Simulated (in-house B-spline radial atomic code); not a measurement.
A fraction x of an electron is removed from 4d in Gd+, starting from [Xe] 4f7 5d1 6s1 and keeping the highest spin. Method: scalar-relativistic (X2C) r2SCAN0, spin-polarised, spherical fractional occupations, Fermi nucleus of rms radius 5.1569 fm. Calculated with a radial B-spline atomic code at the basis-set limit.

Caution: exact exchange at fractional occupations of open shells leaves self-interaction of up to several eV.

| x | E(x) - E(0) (eV) | 4d down level (eV) |
| --- | --- | --- |
| 0 | 0.0000 | -155.052 |
| 0.01 | 1.5513 | -155.206 |
| 0.23 | 36.0762 | -158.683 |
| 0.29 | ? | ? |
| 0.46 | ? | ? |
| 0.5 | 79.5200 | -163.158 |
| 0.52 | 82.7866 | -163.498 |
| 0.69 | 110.8293 | -166.429 |
| 0.82 | 132.6135 | -168.719 |
| 0.96 | 156.4095 | -171.231 |
| 1 | 163.2732 | -171.957 |

Question: What belongs in the row x = 0.29?

Answer: An energy change of 45.6264 eV; 4d down at -159.659 eV.

Question: What belongs in the row x = 0.46?

Answer: An energy change of 73.0072 eV; 4d down at -162.482 eV.

Question: Check Janak's theorem between x = 0.01 and 0.23.

Answer: The slope of the energy is 156.93 eV; the orbital levels give 156.94 eV (-ε of the emptying orbital, averaged over the two points).
